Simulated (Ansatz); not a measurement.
Hg10Te9F2. The state is a singlet with charge 0. Geometry PBE-D4/def2-SVP; atoms count from 1.

Cartesian coordinates in Å:
```
F -0.271 -1.316 3.098
F -0.256 1.803 2.258
Hg -0.942 -3.383 1.426
Hg -1.878 0.040 3.212
Hg -0.004 -0.107 0.154
Hg 2.084 -2.313 2.007
Hg -2.545 2.415 0.894
Hg 1.559 2.758 1.592
Hg 2.772 2.966 -1.741
Hg -0.989 -2.548 -2.984
Hg -2.061 0.783 -2.880
Hg 2.053 -0.846 -2.640
Te 1.089 -4.775 2.565
Te -3.843 1.843 3.212
Te -2.421 -1.483 0.138
Te 2.731 0.033 0.731
Te -0.891 2.660 -1.288
Te 3.134 4.574 0.425
Te 1.342 -3.349 -1.840
Te -2.946 -1.268 -4.380
Te 2.282 1.512 -3.960
```

In the def2 sets Hg, Te take a core potential; there is no spin–orbit coupling. Single mean-field runs in def2-TZVP are fitted with def2-universal-jkfit.

Question: Estimate the Mulliken populations from the PBE0/def2-TZVP orbitals of Ansatz.

Answer: 
```
atom  charge (e)  d electrons
  F1       -0.58            –
  F2       -0.60            –
 Hg3        0.40         9.92
 Hg4        0.65         9.93
 Hg5        0.70         9.96
 Hg6        0.40         9.93
 Hg7        0.40         9.92
 Hg8        0.54         9.95
 Hg9        0.35         9.93
Hg10        0.36         9.93
Hg11        0.37         9.92
Hg12        0.37         9.93
Te13       -0.37            –
Te14       -0.33            –
Te15       -0.44            –
Te16       -0.44            –
Te17       -0.35            –
Te18       -0.33            –
Te19       -0.35            –
Te20       -0.35            –
Te21       -0.39            –
```
Mulliken values depend strongly on the basis.

Question: And the Mayer bond orders between heavy atoms (over 0.3)?

Answer: F1–Hg4 0.40 (2.10 Å); F2–Hg8 0.33 (2.16 Å); Hg3–Te13 0.87 (2.71 Å); Hg3–Te15 0.81 (2.73 Å); Hg4–Te14 1.02 (2.67 Å); Hg5–Te15 0.64 (2.78 Å); Hg5–Te16 0.48 (2.80 Å); Hg6–Te13 0.89 (2.71 Å); Hg6–Te16 0.81 (2.75 Å); Hg7–Te14 0.88 (2.72 Å); Hg7–Te17 0.78 (2.75 Å); Hg8–Te16 0.42 (3.09 Å); Hg8–Te18 1.01 (2.67 Å); Hg9–Te18 0.85 (2.72 Å); Hg9–Te21 0.87 (2.70 Å); Hg10–Te19 0.85 (2.72 Å); Hg10–Te20 0.85 (2.72 Å); Hg11–Te17 0.78 (2.72 Å); Hg11–Te20 0.93 (2.69 Å); Hg12–Te19 0.84 (2.72 Å); Hg12–Te21 0.86 (2.71 Å).
